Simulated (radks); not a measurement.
Hf4+, configuration [Xe] 4f14. Method: scalar-relativistic Kohn-Sham, revPBE, spin-polarised, spherical densities, finite nucleus; Fermi nuclear charge, rms radius 5.347 fm; computed with a radial shooting solver on a logarithmic mesh with Libxc functionals.

Local quantities along the radius. ELF = 1/(1 + alpha^2) is the electron localisation function; alpha = (tau - tau_W)/tau_unif compares the Pauli kinetic energy density with that of the uniform gas (summed over spins). tau is taken from the large components.

r (bohr)	ELF	alpha
0.0007966	0.999	0.02287
0.001054	0.999	0.02365
0.001384	0.999	0.02505
0.001831	0.999	0.02741
0.002403	0.999	0.03106
0.003179	0.999	0.03707
0.004207	0.998	0.04701
0.005521	0.996	0.06369
0.007306	0.991	0.09552
0.009589	0.976	0.1578
0.01269	0.918	0.2985
0.01665	0.733	0.6030
0.02204	0.432	1.148
0.02892	0.333	1.415
0.03827	0.506	0.9884
0.05023	0.714	0.6332
0.06646	0.706	0.6448
0.08724	0.448	1.110
0.1154	0.372	1.300
0.1527	0.654	0.7275
0.2005	0.698	0.6585
0.2652	0.316	1.472
0.3482	0.405	1.212
0.4606	0.707	0.6430
0.6046	0.604	0.8094
0.8	0.360	1.332
1.05	0.454	1.096
1.389	0.608	0.8028
1.824	0.454	1.097
2.413	0.105	2.916
3.167	0.005	14.52
4.191	0.000	181.2

On this mesh the ELF has minima near r = 0.029, 0.10, 0.30, 0.80 bohr, which separate the shells, and maxima near 0.058 (0.74), 0.17 (0.72), 0.46 (0.71), 1.4 (0.61).

Self-consistent cycle (total energy in hartree, residual of the potential): 1: -15033.59247, 2e+01; 2: -15065.90098, 1e+01; 3: -15072.83375, 2e+00; 4: -15072.82316, 3e+00; 5: -15073.68296, 1e-01; 6: -15073.69132, 7e-02; 7: -15073.69178, 4e-02; 8: -15073.69200, 8e-03; 9: -15073.69203, 5e-04; 10: -15073.69203, 1e-05; 11: -15073.69203, 1e-05; 12: -15073.69203, 4e-07; 13: -15073.69203, 4e-08; 14: -15073.69203, 2e-08; 15: -15073.69203, 5e-09.
